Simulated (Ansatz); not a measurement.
C2H5NO, SMILES `C=NCO` (C–N–C–O torsion -130°, N–C–O–H torsion -47°) (charge 0, multiplicity 1).

The numbers are results of Ansatz (a program for electronic structure) with r2SCAN/cc-pVTZ // B3LYP-D3(BJ)/def2-TZVP, not measurements.

Ansatz 0.2 input:
```yaml
crystal:
  periodic: [false, false, false]
  atoms:
    - { symbol: C, position_ang: [1.476572, 0.322494, -0.264009] }
    - { symbol: N, position_ang: [0.249509, 0.529921, -0.456635] }
    - { symbol: C, position_ang: [-0.706799, -0.135569, 0.405195] }
    - { symbol: O, position_ang: [-1.699935, -0.771245, -0.363404] }
    - { symbol: H, position_ang: [2.210066, 0.820263, -0.895006] }
    - { symbol: H, position_ang: [1.860043, -0.345118, 0.51774] }
    - { symbol: H, position_ang: [-0.252777, -0.916204, 1.026814] }
    - { symbol: H, position_ang: [-1.139071, 0.633866, 1.058285] }
    - { symbol: H, position_ang: [-1.997606, -0.138408, -1.028983] }
basis:
  gaussian: { orbitals: cc-pVTZ }
hamiltonian:
  xc: r2scan
```

Output:

```
Functional definition: r2SCAN
970 factors; their error is unknown
mean field evaluation 1: about -5683.2640 eV, gradient 6.0e1 eV
mean field evaluation 2: about -5674.4474 eV, gradient 8.9e1 eV
mean field evaluation 4: about -5690.3327 eV, gradient 6.7e0 eV
mean field evaluation 8: about -5690.4260 eV, gradient 1.8e-1 eV
mean field evaluation 16: about -5690.3998 eV, gradient 1.4e-4 eV
mean field -5690.39981008 eV, -209.1183359290 hartree, gradient 4.7e-5 eV, S^2 0.000000; 0 other end points of the search recorded, 0 dependent functions left out
reference -5690.39982008 eV, -209.1183362966 hartree; 16, 16 occupied and 174, 174 virtual orbitals, 970 factors
Total energy: -5690.39982008 eV, -209.1183362966 hartree
```
